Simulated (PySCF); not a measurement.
Work out the structure from these simulated measurements.

Formula: CH7NOSi.

* 13C NMR: chemical shifts (computed TMS as zero) by class: 28.1 (1 C) ppm [GIAO PBE0/pcSseg-1]
* UV, strongest line: among the 10 lowest singlet transitions: S8 at 8.12 eV (153 nm, f = 0.068) [TDDFT PBE0/def2-SVPD]
* 1H NMR: chemical shifts (computed TMS as zero) by class: 4.81 (2 H), 3.73 (1 H), 2.28 (2 H), 0.25 (2 H) ppm [GIAO PBE0/pcSseg-1]
* XPS: Si2p3/2 107.0, C1s 291.2, N1s 405.6, O1s 537.8, Si1s 1846.9 eV [ΔSCF SCAN, pcX-2 on the ionised atom, pcseg-1 elsewhere, spin-free X2C, 2p3/2 from a spin–orbit splitting computed afterwards within the 2p shell]
* Rotational structure: rotational constants A, B, C: 9.278, 4.402, 3.311 GHz [PBE0-D3(BJ)/def2-SVP]
* Dipole: 3.39 D [PBE0/def2-SVPD]
* NMR, other nuclei: isotropic shieldings of nuclei other than C and H, by class: 246 (1 N), 327 (1 O), 372 (1 Si) ppm [GIAO PBE0/pcSseg-1]
* Valence photoelectron: vertical ionisation energy: 9.70 eV [ΔSCF PBE0/def2-SVPD]
* UV, first state: lowest singlet excitation: 6.28 eV (198 nm, f = 0.015) [TDDFT PBE0/def2-SVPD]
* Polarisability: 53.4 au [PBE0/def2-SVPD]

Gas-phase values; electronic properties from PySCF, density fitting. Levels stand in brackets. The structure is a single PBE0-D3(BJ)/def2-SVP conformer in the gas phase; no vibrational or solvent corrections. NMR classes are plain means over equivalent atoms (diastereotopic ones count apart unless rotation or inversion swaps them), as if these changed places fast.

Question: Give a SMILES that accounts for the data.

Answer: Numbering: `[NH2:1][CH2:2][SiH2:3][OH:4]`. Its formula, CH7NOSi, gives 0 degrees of unsaturation, so no ring and no π bond. The one carbon: sp3 carbon bound to nitrogen [C2] (28.1 ppm). Hydrogen classes from least to most shielded: 2 H on an oxygen-bound silicon, Si3 (4.81 ppm), 1 H on a silanol oxygen, O4 (3.73 ppm), 2 H on an sp3 carbon bound to nitrogen, C2 (2.28 ppm), 2 H on a primary amine nitrogen, N1 (0.25 ppm, a mean of values up to 1.0 ppm apart in this geometry). The other shieldings belong to: 246 ppm, primary amine nitrogen [N1]; 327 ppm, silanol oxygen [O4]; 372 ppm, oxygen-bound silicon [Si3]. The core levels belong to: Si2p3/2 107.0 eV, oxygen-bound silicon [Si3]; C1s 291.2 eV, sp3 carbon bound to nitrogen [C2]; N1s 405.6 eV, primary amine nitrogen [N1]; O1s 537.8 eV, silanol oxygen [O4]; Si1s 1846.9 eV, oxygen-bound silicon [Si3]. The first electron is taken from the HOMO, whose largest Löwdin shares are 0.50 on the primary amine nitrogen, 0.18 on the sp3 carbon bound to nitrogen, 0.08 on the oxygen-bound silicon and 0.07 on a methylene hydrogen. The optimised geometry has point group C1 and is an asymmetric top. Structure: `NC[SiH2]O`. Computed isomers that give other values at the same levels: `CN[SiH2]O` (rotational constant A: 13.500 GHz; this holds for the one conformer computed); `CO[SiH2]N` (13C chemical shifts (computed TMS as zero) by class: 50.0 (1 C) ppm). The assignments are read from this structure; whether some other isomer fits the data as well wasn't checked.

Conformer computed: `[NH2:1][CH2:2][SiH2:3][OH:4]`: N1–C2–Si3–O4 -34°, H–N1–C2–Si3 -80°, H–N1–C2–Si3 162°, H–O4–Si3–C2 17°.
